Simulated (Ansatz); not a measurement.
A thermochemical cycle in electronic energies (no zero-point or thermal terms), species as SMILES, kcal/mol. Structures are relaxed separately at B3LYP-D3(BJ)/def2-TZVP in Ansatz (an electronic-structure program), one conformer each, not searched for the lowest. Correlated levels leave the core frozen unless marked. Open shells are spin-unrestricted. No spin-orbit coupling. Non-relativistic. CBS marks a two-point X^-3 extrapolation of the correlation energy; Hartree-Fock from the larger set. [CCSD(T)-MP2]/basis is that difference in the basis named. Anions need diffuse functions, of which def2-TZVPD holds fewer than the aug- sets.

```tsv
step	RI-MP2/CBS(aug-cc-pVTZ,aug-cc-pVQZ)+[CCSD(T)-MP2]/aug-cc-pVTZ (Ansatz)	PBE-D3(BJ)/def2-TZVPD (Ansatz + dftd3)
bond energy D: OO (H2O2) -> [O]O + H atom	94.6	86.5
electron affinity EA, positive where the anion is bound: [O]O + e- → [O-]O	25.0	20.4
ionisation of the H atom at the same level, IE	313.7	313.5
```

**Question.** Find the deprotonation energy A: OO (H2O2) [hydrogen peroxide] -> [O-]O + H+.

**Answer.** Breaking the bond, ionising the H atom and attaching the electron to the radical add up to the deprotonation, A = D + IE - EA. At RI-MP2/CBS(aug-cc-pVTZ,aug-cc-pVQZ)+[CCSD(T)-MP2]/aug-cc-pVTZ: A = D + IE - EA = 94.6 + 313.7 - 25.0 = 383.3. At PBE-D3(BJ)/def2-TZVPD: A = D + IE - EA = 86.5 + 313.5 - 20.4 = 379.6. The functional differs from the first level by -8.1 in D, -4.6 in EA and -3.7 in A; for EA and A the gap mixes functional and basis.
